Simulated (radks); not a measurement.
Spherical quantum dot in the effective-mass picture: electrons in a hard-walled sphere of radius 6.24, with a point charge +1 (a donor) at the centre, all in effective atomic units (hartree* = m*/eps^2 hartree, bohr* = eps/m* bohr), one dielectric constant everywhere. Method: non-relativistic Kohn-Sham, exchange-only LDA, spin-polarised, spherical densities; computed with a radial shooting solver with Libxc functionals. Levels are named by radial order and angular momentum (1s, 1p, 1d, 2s, ...), and open shells are averaged over m.

N = 23, configuration 1s2 1p6 1d10 2s(up 1, down 0) 1f(up 4, down 0). This is the lowest configuration that the search found. Occupied and some empty levels:

level,occupation,eigenvalue (hartree*),<r> (bohr*)
1s up,1,4.4378,4.272
1s down,1,4.4823,4.410
1p up,3,4.5026,4.554
1p down,3,4.5420,4.551
1d up,5,4.6078,4.658
1d down,5,4.6473,4.652
2s up,1,4.6924,1.868
1f up,4,4.7550,4.746
1f down,0,4.7950,4.741
2s down,0,4.8890,2.194
1g up,0,4.9417,4.822
1g down,0,4.9822,4.819
2p up,0,5.1369,3.056
2p down,0,5.1993,3.194
2d up,0,5.4232,3.509
2d down,0,5.4630,3.553

Energy (hartree*): total 54.1069, kinetic 11.661, external -5.8990, Hartree 53.730, exchange-correlation -5.3855.

Electron density:

r (bohr*),n(r) (e/bohr*^3)
0.184,0.2156
0.494,0.1157
0.805,0.06276
1.11,0.03474
1.43,0.01998
1.74,0.01243
2.05,0.009017
2.36,0.008271
2.67,0.009508
2.98,0.01250
3.29,0.01717
3.60,0.02339
3.91,0.03055
4.22,0.03745
4.53,0.04202
4.84,0.04181
5.15,0.03516
5.46,0.02298
5.77,0.009658
6.08,0.001170
